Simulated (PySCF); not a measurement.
Excitations are Tamm–Dancoff values on a coarser integration grid. The basis has no diffuse functions, so Rydberg states are missing or too high.

Cartesian coordinates (Å):
```xyz
8

C     -0.7988    -0.0795     0.0496
C      0.6925     0.0689    -0.0430
F      1.2343    -0.8271    -0.8957
F      1.2905    -0.1132     1.1540
F      1.0488     1.2958    -0.4801
H     -1.0390    -1.0798     0.4046
H     -1.2371     0.0748    -0.9345
H     -1.1911     0.6599     0.7451
```
Charge 0, multiplicity 1.

What is the computed total energy, S1–T1 gap (TDA) and HOMO (PBE-D3(BJ)/def2-TZVP // B3LYP-D3(BJ)/def2-TZVP (PySCF))?


```
Property                Value
---------------  ------------
total energy     -377.3525 Ha
S1–T1 gap (TDA)       0.23 eV
HOMO                 -9.13 eV
```
